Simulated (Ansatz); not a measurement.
**Nudged elastic band run: CH₅FGe**

Input file:

```yaml
crystal:
  periodic: [false, false, false]
  atoms:
    - { symbol: Ge, position_ang: [0.196752, 0.029628, 0.405953] }
    - { symbol: H, position_ang: [-0.280284, -0.255415, 1.831902] }
    - { symbol: C, position_ang: [2.132735, 0.028632, 0.23876] }
    - { symbol: H, position_ang: [2.530304, -0.953224, 0.498877] }
    - { symbol: H, position_ang: [2.43054, 0.264323, -0.783468] }
    - { symbol: H, position_ang: [2.574091, 0.768216, 0.909911] }
    - { symbol: H, position_ang: [-0.458438, 1.29226, -0.157794] }
    - { symbol: F, position_ang: [-0.396799, -1.280521, -0.563541] }
basis:
  gaussian: { orbitals: def2-SVP }
hamiltonian:
  xc: hf
neb:
  order_check: false
  images: 5
  f_tol: 0.03
  max_iterations: 60
  final_atoms:
    - { symbol: Ge, position_ang: [-1.46496384, -0.13022107, 0.02574415] }
    - { symbol: H, position_ang: [1.83608229, 0.27951423, 1.76528187] }
    - { symbol: C, position_ang: [2.36324974, 0.1105467, 0.82520529] }
    - { symbol: H, position_ang: [1.84789045, -0.64968291, 0.23769223] }
    - { symbol: H, position_ang: [2.41100371, 1.04211525, 0.26033797] }
    - { symbol: H, position_ang: [3.37488664, -0.23138291, 1.04321657] }
    - { symbol: H, position_ang: [-0.98991976, 0.94589107, -1.0406104] }
    - { symbol: F, position_ang: [-0.64932822, -1.47288136, -0.73626767] }
  initial_path:
    images:
      - { positions_ang: [[0.196752, 0.029628, 0.405953], [-0.280284, -0.255415, 1.831902], [2.132735, 0.028632, 0.23876], [2.530304, -0.953224, 0.498877], [2.43054, 0.264323, -0.783468], [2.574091, 0.768216, 0.909911], [-0.458438, 1.29226, -0.157794], [-0.396799, -1.280521, -0.563541]] }
      - { positions_ang: [[0.13047764, 0.01346695, 0.27311932], [0.10814674, -0.17127286, 1.72654414], [2.11609572, 0.02479232, 0.34958195], [2.50270471, -0.97653287, 0.47962424], [2.32556639, 0.35785512, -0.65721752], [2.62630174, 0.69458143, 1.03991631], [-0.5580029, 1.27249596, -0.27330004], [-0.52238905, -1.32148706, -0.5576684]] }
      - { positions_ang: [[0.06420328, -0.00269411, 0.14028564], [0.49657748, -0.08713072, 1.62118628], [2.09945644, 0.02095265, 0.46040391], [2.47510543, -0.99984173, 0.46037147], [2.22059278, 0.45138725, -0.53096704], [2.67851249, 0.62094686, 1.16992163], [-0.6575678, 1.25273193, -0.38880608], [-0.64797909, -1.36245312, -0.5517958]] }
      - { positions_ang: [[-0.00207108, -0.01885516, 0.00745196], [0.88500822, -0.00298858, 1.51582842], [2.08281716, 0.01711297, 0.57122586], [2.44750614, -1.0231506, 0.44111871], [2.11561916, 0.54491937, -0.40471656], [2.73072323, 0.54731229, 1.29992694], [-0.7571327, 1.23296789, -0.50431212], [-0.77356914, -1.40341918, -0.54592321]] }
      - { positions_ang: [[-0.489702, -0.05597713, 0.01354936], [1.20203291, 0.09117903, 1.59897957], [2.17629469, 0.04825755, 0.65588567], [2.24763424, -0.89866137, 0.37330988], [2.21408068, 0.71065133, -0.18303172], [2.94544437, 0.28774722, 1.21435682], [-0.83472839, 1.13727562, -0.68307822], [-0.7321555, -1.42657324, -0.60937136]] }
      - { positions_ang: [[-0.97733292, -0.0930991, 0.01964676], [1.5190576, 0.18534663, 1.68213072], [2.26977221, 0.07940212, 0.74054548], [2.04776235, -0.77417214, 0.30550105], [2.31254219, 0.87638329, 0.03865313], [3.1601655, 0.02818216, 1.1287867], [-0.91232407, 1.04158334, -0.86184431], [-0.69074186, -1.4497273, -0.67281952]] }
      - { positions_ang: [[-1.46496384, -0.13022107, 0.02574415], [1.83608229, 0.27951423, 1.76528187], [2.36324974, 0.1105467, 0.82520529], [1.84789045, -0.64968291, 0.23769223], [2.41100371, 1.04211525, 0.26033797], [3.37488664, -0.23138291, 1.04321657], [-0.98991976, 0.94589107, -1.0406104], [-0.64932822, -1.47288136, -0.73626767]] }
```

Run as:

```bash
$ ansatz run input.yaml --threads 1 --pin off --max-ram 2048MiB --backend cpu --events-out ev --progress --plain --runs-dir out
```

Output, in part (warnings, iteration lines, the closing report on the highest movable image, with atoms numbered from 0):

```
NEB end point (image 0): max|allowed force component| = 2.467e-2 eV/Å (the criterion of neb.relax_end_points is 1.000e-2)
NEB end point (image 6): max|allowed force component| = 2.285e-2 eV/Å (the criterion of neb.relax_end_points is 1.000e-2)
NEB iter   1: max|band force component| = 1.006e1 eV/Å  barrier→ = 6.3091 eV  barrier← = 5.3309 eV  Δτ_max = 0.2000 Å  (249 SCF iters)
NEB iter   2: max|band force component| = 5.062e0 eV/Å  barrier→ = 4.7085 eV  barrier← = 3.7304 eV  Δτ_max = 0.1835 Å  (182 SCF iters)
NEB iter   3: max|band force component| = 2.134e0 eV/Å  barrier→ = 4.0681 eV  barrier← = 3.0900 eV  Δτ_max = 0.1995 Å  (163 SCF iters)
NEB iter   4: max|band force component| = 2.076e0 eV/Å  barrier→ = 4.0942 eV  barrier← = 3.1161 eV  Δτ_max = 0.1008 Å  (169 SCF iters)
NEB iter   5: max|band force component| = 1.493e0 eV/Å  barrier→ = 3.5079 eV  barrier← = 2.5298 eV  Δτ_max = 0.1003 Å  (169 SCF iters)
NEB iter   6: max|band force component| = 1.677e0 eV/Å  barrier→ = 3.2041 eV  barrier← = 2.2259 eV  Δτ_max = 0.1755 Å  (171 SCF iters)
NEB iter   7: max|band force component| = 2.853e0 eV/Å  barrier→ = 2.5342 eV  barrier← = 1.5561 eV  CI = image 3  Δτ_max = 0.1979 Å  (169 SCF iters)
NEB iter   8: max|band force component| = 2.772e0 eV/Å  barrier→ = 3.8911 eV  barrier← = 2.9129 eV  CI = image 3  Δτ_max = 0.2000 Å  (177 SCF iters)
NEB iter   9: max|band force component| = 1.909e0 eV/Å  barrier→ = 4.0143 eV  barrier← = 3.0361 eV  CI = image 3  Δτ_max = 0.1964 Å  (166 SCF iters)
NEB iter  10: max|band force component| = 3.797e-1 eV/Å  barrier→ = 3.8479 eV  barrier← = 2.8698 eV  CI = image 3  Δτ_max = 0.0861 Å  (168 SCF iters)
NEB iter  11: max|band force component| = 1.619e-1 eV/Å  barrier→ = 3.8288 eV  barrier← = 2.8506 eV  CI = image 3  Δτ_max = 0.0702 Å  (162 SCF iters)
NEB iter  12: max|band force component| = 1.110e-1 eV/Å  barrier→ = 3.8186 eV  barrier← = 2.8405 eV  CI = image 3  Δτ_max = 0.1416 Å  (168 SCF iters)
NEB iter  13: max|band force component| = 1.734e-1 eV/Å  barrier→ = 3.8131 eV  barrier← = 2.8349 eV  CI = image 3  Δτ_max = 0.0195 Å  (164 SCF iters)
NEB iter  14: max|band force component| = 1.246e-1 eV/Å  barrier→ = 3.8112 eV  barrier← = 2.8331 eV  CI = image 3  Δτ_max = 0.0536 Å  (160 SCF iters)
NEB iter  15: max|band force component| = 8.995e-2 eV/Å  barrier→ = 3.8099 eV  barrier← = 2.8318 eV  CI = image 3  Δτ_max = 0.0267 Å  (164 SCF iters)
NEB iter  16: max|band force component| = 7.133e-2 eV/Å  barrier→ = 3.8092 eV  barrier← = 2.8311 eV  CI = image 3  Δτ_max = 0.0128 Å  (171 SCF iters)
NEB iter  17: max|band force component| = 3.761e-2 eV/Å  barrier→ = 3.8090 eV  barrier← = 2.8309 eV  CI = image 3  Δτ_max = 0.0058 Å  (138 SCF iters)
NEB iter  18: max|band force component| = 1.355e-2 eV/Å  barrier→ = 3.8090 eV  barrier← = 2.8308 eV  CI = image 3  Δτ_max = 0.0000 Å  (299 SCF iters)
Total energy: -60276.16379931 eV, -2215.1081629734 hartree
Atom 0 at    -0.267287     0.091745     0.418924 Å, force    -0.004889    -0.003392    -0.000284 eV/Å
Atom 1 at     0.776011     0.308573     1.517000 Å, force     0.002009    -0.000411    -0.000702 eV/Å
Atom 2 at     1.994198     0.078120     0.392118 Å, force    -0.000422     0.009047    -0.005212 eV/Å
Atom 3 at     2.091345    -0.761760    -0.295147 Å, force     0.001940    -0.005662     0.005965 eV/Å
Atom 4 at     2.330604     1.014131    -0.048218 Å, force    -0.001626     0.001782     0.001485 eV/Å
Atom 5 at     2.547347    -0.134563     1.304914 Å, force     0.000525    -0.005938    -0.001640 eV/Å
Atom 6 at    -0.305680     0.878889    -0.879821 Å, force     0.000392     0.001409    -0.000769 eV/Å
Atom 7 at    -0.437636    -1.581235    -0.029170 Å, force     0.002070     0.003166     0.001157 eV/Å
Dipole moment:     0.272764     0.446738     0.094068 e Å
```

It converged. Neighbouring images differ by up to 3.6 eV, so the band resolves the path poorly. A vibrational analysis at the climbing image gives one clearly imaginary mode, 1629i cm⁻¹: a first-order saddle point. The orbitals stay closed-shell, which can raise the energy where a bond breaks towards radicals; this wasn't checked here.

Final band (atoms are numbered from 1 in the order of the input):

```json
{"image": "0", "path coordinate (Å)": "0.00", "energy (eV)": "0.00", "Ge1–H2 (Å)": "1.53", "Ge1–C3 (Å)": "1.94", "H2–C3 (Å)": "2.91"}
{"image": "1", "path coordinate (Å)": "1.08", "energy (eV)": "0.03", "Ge1–H2 (Å)": "1.53", "Ge1–C3 (Å)": "1.95", "H2–C3 (Å)": "2.91"}
{"image": "2", "path coordinate (Å)": "2.16", "energy (eV)": "0.16", "Ge1–H2 (Å)": "1.51", "Ge1–C3 (Å)": "1.93", "H2–C3 (Å)": "2.66"}
{"image": "3", "path coordinate (Å)": "3.24", "energy (eV)": "3.81", "Ge1–H2 (Å)": "1.53", "Ge1–C3 (Å)": "2.26", "H2–C3 (Å)": "1.67"}
{"image": "4", "path coordinate (Å)": "4.10", "energy (eV)": "1.21", "Ge1–H2 (Å)": "2.15", "Ge1–C3 (Å)": "2.88", "H2–C3 (Å)": "1.11"}
{"image": "5", "path coordinate (Å)": "4.96", "energy (eV)": "0.99", "Ge1–H2 (Å)": "2.96", "Ge1–C3 (Å)": "3.49", "H2–C3 (Å)": "1.09"}
{"image": "6", "path coordinate (Å)": "5.83", "energy (eV)": "0.98", "Ge1–H2 (Å)": "3.75", "Ge1–C3 (Å)": "3.92", "H2–C3 (Å)": "1.09"}
```

Time of the run: 2.1 min on 1 thread of Arm Neoverse V2, with other jobs on the host, peak memory 0.16 GiB.
